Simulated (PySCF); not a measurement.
Isomerisation enthalpies of C6H14O

**What was measured.**

From CRC Handbook of Chemistry and Physics, for the gas at 298.15 K: enthalpy of formation of `CC(C)OC(C)C` (diisopropyl ether) -319.2 kJ/mol; enthalpy of formation of `CCCCCCO` (Me(CH2)5OH) -315.9 kJ/mol; enthalpy of formation of `CCOC(C)(C)C` (tert-butyl ethyl ether) -313.9 kJ/mol; enthalpy of formation of `CCCOCCC` (n-Pr2O) -293 kJ/mol.

The runs below try to reproduce these values; the comparison stands at the end.

Differences of these values give the isomerisation enthalpies. Geometries: GFN2-xTB; runs in PySCF, gas phase, with a dispersion term only where the level names one. Total electronic energies (Eh):

```
     SMILES  PBE0/pcSseg-1
CC(C)OC(C)C     -311.87842
    CCCCCCO     -311.87773
CCOC(C)(C)C     -311.87613
    CCCOCCC     -311.86903
```

Geometry of `CC(C)OC(C)C` (Å):
```
atom  x, y, z in Å
C1     1.7891    0.9332    0.9394
C2     1.1065   -0.3232    0.3900
C3     2.1159   -1.2267   -0.3125
O4     0.1130    0.0112   -0.5645
C5    -1.1739    0.3211   -0.0574
C6    -1.8420    1.2480   -1.0690
C7    -2.0062   -0.9477    0.1519
H8     1.0702    1.5731    1.4464
H9     2.5674    0.6582    1.6460
H10    2.2330    1.4940    0.1208
H11    0.6501   -0.8763    1.2261
H12    1.6153   -2.1097   -0.7001
H13    2.8959   -1.5320    0.3794
H14    2.5646   -0.6928   -1.1454
H15   -1.0788    0.8483    0.9050
H16   -2.8303    1.5363   -0.7220
H17   -1.9319    0.7393   -2.0246
H18   -1.2375    2.1396   -1.2099
H19   -1.5340   -1.6049    0.8788
H20   -2.0966   -1.4833   -0.7897
H21   -2.9987   -0.6888    0.5111
```

Geometry of `CCCCCCO` (Å):
```
atom  x, y, z in Å
C1    -3.399    0.035    0.202
C2    -2.058    0.659   -0.165
C3    -0.889   -0.245    0.216
C4     0.461    0.372   -0.144
C5     1.622   -0.540    0.242
C6     2.977    0.076   -0.108
O7     4.059   -0.764    0.220
H8    -3.455   -0.147    1.274
H9    -4.218    0.694   -0.077
H10   -3.532   -0.915   -0.312
H11   -2.031    0.850   -1.240
H12   -1.954    1.619    0.345
H13   -0.994   -1.204   -0.296
H14   -0.920   -0.440    1.291
H15    0.496    0.567   -1.217
H16    0.569    1.331    0.369
H17    1.528   -1.497   -0.274
H18    1.587   -0.737    1.318
H19    3.052    0.237   -1.186
H20    3.083    1.049    0.395
H21    4.007   -0.981    1.157
```

Geometry of `CCOC(C)(C)C` (Å):
```
atom  x, y, z in Å
C1     2.904   -0.187    0.241
C2     1.492   -0.530   -0.211
O3     0.605    0.339    0.458
C4    -0.791    0.213    0.199
C5    -1.424    1.295    1.080
C6    -1.129    0.487   -1.274
C7    -1.329   -1.165    0.607
H8     2.987   -0.311    1.317
H9     3.621   -0.836   -0.252
H10    3.129    0.848   -0.003
H11    1.414   -0.406   -1.301
H12    1.271   -1.579    0.033
H13   -1.030    2.268    0.800
H14   -1.173    1.113    2.120
H15   -2.504    1.300    0.966
H16   -0.782   -0.319   -1.916
H17   -2.206    0.574   -1.390
H18   -0.665    1.417   -1.594
H19   -0.978   -1.942   -0.068
H20   -1.007   -1.405    1.618
H21   -2.415   -1.156    0.578
```

Geometry of `CCCOCCC` (Å):
```
atom  x, y, z in Å
C1    -3.4276    0.6568    0.0450
C2    -2.4077   -0.4721   -0.0164
C3    -0.9821    0.0436    0.1538
O4    -0.0972   -1.0516    0.0549
C5     1.2067   -0.8100    0.5257
C6     2.0293    0.1462   -0.3437
C7     3.4790    0.1963    0.1196
H8    -3.2506    1.3771   -0.7507
H9    -3.3666    1.1778    0.9982
H10   -4.4346    0.2630   -0.0662
H11   -2.6086   -1.2037    0.7676
H12   -2.4726   -0.9880   -0.9751
H13   -0.8703    0.5301    1.1358
H14   -0.7629    0.7918   -0.6229
H15    1.1693   -0.4278    1.5588
H16    1.6841   -1.7938    0.5364
H17    1.5998    1.1490   -0.2963
H18    1.9780   -0.1954   -1.3793
H19    3.5393    0.5457    1.1481
H20    3.9315   -0.7911    0.0670
H21    4.0549    0.8731   -0.5063
```

Zero-point and thermal terms are left out, so the computed numbers are electronic energies.

## Comparison

Relative to `CC(C)OC(C)C`, the lowest by measurement, in kJ/mol (measured: enthalpies at 298.15 K; computed: electronic energies):

```
     SMILES  measured  PBE0/pcSseg-1
CC(C)OC(C)C       0.0            0.0
    CCCCCCO       3.3            1.8
CCOC(C)(C)C       5.3            6.0
    CCCOCCC      26.2           24.7
```

Measured values: -319.2 kJ/mol (298.15 K; CRC Handbook of Chemistry and Physics) for the first row; the others come from the same table. Mean unsigned miss over the other isomers: PBE0/pcSseg-1 1.2 kJ/mol. One conformer stands for `CC(C)OC(C)C`, `CCCCCCO`, `CCOC(C)(C)C` and `CCCOCCC`, not necessarily the lowest, while the measurement averages over conformers. Where a level misses, the cause wasn't examined.
